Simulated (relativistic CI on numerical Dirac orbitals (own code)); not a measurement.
## Slater and spin-orbit integrals, I35+

Calculated at this level of theory: Dirac-Coulomb-Breit CI, separate exchange-only KLI orbitals for each configuration, a model potential for QED, unscaled Slater integrals (own radial code, finite nucleus).

Slater integrals F^k, G^k are unscaled and averaged over j, outside the closed core [Ne]; ζ comes from projecting the Hamiltonian with its Breit term on Σ l·s of the shell.

- 3s²3p⁵3d: ζ(3p) = 376620, F^2(3p,3d) = 355270, G^1(3p,3d) = 376360, G^3(3p,3d) = 252330, ζ(3d) = 50194 cm⁻¹; <r>(3p) = 0.2798, <r^2>(3p) = 0.09041, <r>(3d) = 0.2485, <r^2>(3d) = 0.07144 (bohr units).
- 3s3p⁶3d: G^2(3s,3d) = 282460, ζ(3d) = 50501 cm⁻¹; <r>(3s) = 0.2876, <r^2>(3s) = 0.0942, <r>(3d) = 0.2487, <r^2>(3d) = 0.07158 (bohr units).
- 3s²3p⁵4s: ζ(3p) = 381940, G^1(3p,4s) = 46002 cm⁻¹; <r>(3p) = 0.278, <r^2>(3p) = 0.08927, <r>(4s) = 0.5473, <r^2>(4s) = 0.3368 (bohr units).

Averages of the first 10 configurations, taken without configuration mixing, which lowers the lowest level and can move excited configurations by several eV; other configurations of the list can lie among them:

```tsv
Configuration	Parity	States	Average energy above the lowest level (eV)
3s²3p⁶	even	1	0.4
3s²3p⁵3d	odd	60	198.6
3s3p⁶3d	even	20	377.5
3s²3p⁵4s	odd	12	1107.3
3s²3p⁵4p	even	36	1173.2
3s²3p⁵4d	odd	60	1254.7
3s3p⁶4s	even	4	1287.4
3p⁶3d4p	odd	60	1729.4
3p⁶3d²	even	45	762.5
3p⁵3d³	odd	720	959.1
```
